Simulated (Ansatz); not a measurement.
Reactions of C2H7BO2S, SMILES `CCSB(O)O`.

Gas-phase electronic energies from Ansatz, PBE0-D4/def2-TZVP geometries. CBS: MP2 limit from def2 TZ/QZ plus the TZ coupled-cluster correction, frozen cores. def2 core potentials past Kr. For Se, Te outer-core shells are correlated without core-valence functions, which leaves a few kJ/mol of doubt a bond. Scalar relativity is left out up to krypton. One conformer a species, not always the lowest.

**Question.** Order these by ΔE at CCSD(T)/CBS, lowest first. (Best estimate.)
A. `CCSB(O)O` + `CC[TeH]` → `CC[Te]B(O)O` + `CCS`
B. `CCSB(O)O` + `C[SeH]` → `C[Se]B(O)O` + `CCS`
C. `CCSB(O)O` + `[SiH3][TeH]` → `CC[Te][SiH3]` + `OB(O)S`

**Answer.** C (-0.07 eV), B (+0.06 eV), A (+0.21 eV).

Largest T1 diagnostic: 0.012, for `OB(O)S`.
